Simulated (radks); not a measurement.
Effect of the nuclear size on the krypton ion Kr2+, [Ar] 3d10 4s2 4p4. Method: Dirac Kohn-Sham, relativistic LDA (MacDonald-Vosko exchange, VWN5 correlation), spin-unpolarised, spherical densities, finite nucleus; open shells fill j = l - 1/2 first; Fermi nuclear charge, rms radius 4.1884 fm; computed with a radial shooting solver on a logarithmic mesh with Libxc functionals. The rms radius is varied about that value; shifts are against it.

| rms radius (fm) | total energy shift (eV) | density at nucleus (e/bohr^3) | 1s1/2 shift (meV) | 2s1/2 shift (meV) | 3p1/2 shift (meV) | 4s1/2 shift (meV) |
|---|---|---|---|---|---|---|
| 3.6355 | -0.153 | 4.948e+04 | -64.8 | -6.57 | 0.104 | -0.127 |
| 3.7737 | -0.117 | 4.933e+04 | -49.4 | -5.00 | 0.079 | -0.097 |
| 4.1884 | 0 | 4.892e+04 | 0.000 | 0.000 | 0.000 | 0.000 |
| 4.5067 | 0.0973 | 4.864e+04 | 41.1 | 4.17 | -0.066 | 0.081 |
| 4.9004 | 0.227 | 4.831e+04 | 95.8 | 9.71 | -0.154 | 0.188 |

Slopes of the eigenvalues against <r^2> in GHz/fm^2, as finite differences over the two radii next to the reference (eigenvalue slopes, not the field-shift constants of lines): 1s1/2 3600, 2s1/2 365, 3p1/2 -5.78, 4s1/2 7.06.
